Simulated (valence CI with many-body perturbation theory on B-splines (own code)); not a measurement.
**Ladder of approximations for Hf LI**

Computed by valence CI with perturbative core correlation (CI+MBPT): four valence electrons over a frozen Dirac-Fock core [Ar], radial functions for each j: 9 s, 9 p, 10 d, 8 f, 5 g, 3 h, 1 i, with the one-electron correlation potential Σ1, the two-electron term Σ2, the three-electron term Σ3, Breit, model QED; selected CI, second order for the rest (own B-spline code, finite nucleus).

The last digits are not significant, and no measured levels were compared; by estimate large intervals hold to a few tenths of a per cent, small ones and those within an open d or f shell to about a per cent. The list stops below the first excitations out of the core. Only levels of the ground parity were solved; by the run's estimate the other parity begins above the list, which can be wrong where configurations are misplaced.

Each rung adds one term. CI alone is the Dirac-Coulomb CI over the frozen core; QED comes last and gives the full result, which names the levels. Energies are above (3d3/2^4) J=0 on the same rung, in cm⁻¹.

Levels are named by their leading jj configuration (3d3/2^4 stands for four electrons in 3d with j = 3/2), which in mixed levels can hold well under half, so a name can repeat and another be missing. Letters in brackets count levels of one name in rising energy.

| Level | CI alone | + Σ1 | + Σ2 | + Σ3 | + Breit | Full |
| --- | --- | --- | --- | --- | --- | --- |
| (3d3/2^3 3d5/2) J=1 | 451256 | 453235 | 457456 | 458690 | 445842 | 447240 |
| (3d3/2^3 3d5/2) J=4 | 557733 | 559766 | 564231 | 564029 | 539180 | 540583 |
| (3d3/2^3 3d5/2) J=2 | 574202 | 576331 | 578022 | 579363 | 560909 | 562379 |
| (3d3/2^3 3d5/2) J=3 | 602881 | 604995 | 606790 | 607307 | 588057 | 589506 |
| (3d3/2^2 3d5/2^2) J=0 [a] | 973176 | 977150 | 982968 | 982916 | 959427 | 962211 |
| (3d3/2^2 3d5/2^2) J=2 [a] | 980541 | 984444 | 989961 | 991938 | 965901 | 968631 |
| (3d3/2^2 3d5/2^2) J=4 [a] | 1003910 | 1007920 | 1016160 | 1017180 | 981628 | 984432 |
| (3d3/2^2 3d5/2^2) J=3 [a] | 1016830 | 1020840 | 1026910 | 1028010 | 997406 | 1000200 |
| (3d3/2^2 3d5/2^2) J=5 | 1054940 | 1058960 | 1067450 | 1068120 | 1026820 | 1029600 |
| (3d3/2^2 3d5/2^2) J=6 | 1084090 | 1088130 | 1098100 | 1098360 | 1049100 | 1051890 |
| (3d3/2^2 3d5/2^2) J=1 | 1085690 | 1089770 | 1092190 | 1093620 | 1065360 | 1068180 |
| (3d3/2^2 3d5/2^2) J=3 [b] | 1118140 | 1122160 | 1124540 | 1125250 | 1091560 | 1094330 |
| (3d3/2^2 3d5/2^2) J=4 [b] | 1124800 | 1128870 | 1133650 | 1133210 | 1093580 | 1096390 |
| (3d3/2^2 3d5/2^2) J=2 [b] | 1134990 | 1139070 | 1140210 | 1141810 | 1108410 | 1111210 |
| (3d3/2^2 3d5/2^2) J=2 [c] | 1228520 | 1232660 | 1232990 | 1234030 | 1206350 | 1209160 |
| (3d3/2^2 3d5/2^2) J=4 [c] | 1275560 | 1279730 | 1280250 | 1281720 | 1247760 | 1250600 |
| (3d3/2^2 3d5/2^2) J=2 [d] | 1370870 | 1375150 | 1371190 | 1372430 | 1344520 | 1347400 |
| (3d3/2^2 3d5/2^2) J=0 [b] | 1485540 | 1490080 | 1484810 | 1486600 | 1462260 | 1465310 |
| (3d3/2 3d5/2^3) J=4 [a] | 1528340 | 1534290 | 1543880 | 1544330 | 1499090 | 1503250 |

(1) How does the ionisation energy move along the ladder, and which term matters most?

## Answers

(1) CI alone 4565.7, + Σ1 4568.3, + Σ2 4577.0, + Σ3 4577.2, + Breit 4572.9, + QED 4573.1 eV. The largest step is Σ2, 8.8 eV. NIST lists 4573 ± 4 eV (theoretical).
